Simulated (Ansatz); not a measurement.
Molecule: C2H6BO, charge 0, multiplicity 2. It need not be the lowest isomer of its formula. 
Geometry from a B3LYP-D3(BJ)/def2-TZVP (Ansatz, a first-principles code) optimisation:
```xyz
10

B      0.1477    -0.0069    -0.0829
C     -0.6242     1.3902     0.0576
C     -0.4718    -1.3387     0.5574
O      1.2776    -0.0600    -0.7168
H     -1.6136     1.2869    -0.3938
H     -0.0962     2.2156    -0.4143
H     -0.7618     1.6064     1.1195
H     -0.5930    -1.1833     1.6319
H      0.1452    -2.2179     0.3868
H     -1.4634    -1.5020     0.1291
```
Charge 0, spin multiplicity 2.

Parts of the frozen-core correlation energy in STO-3G (Ansatz, hartree). Frozen orbitals: 4; correlated occupied orbitals by spin: 12 and 11; virtual: 10 and 11. UHF or UKS for open shells. No spin-orbit coupling. No relativistic terms.

```tsv
term	value
reference (HF)	-176.57805
MP2 opposite-spin	-0.14042
MP2 same-spin	-0.02140
CCSD correlation	-0.21726
(T)	-0.00389
T1 diagnostic	0.022
largest doubles amplitude	0.071
<S^2> of the reference	0.763
```
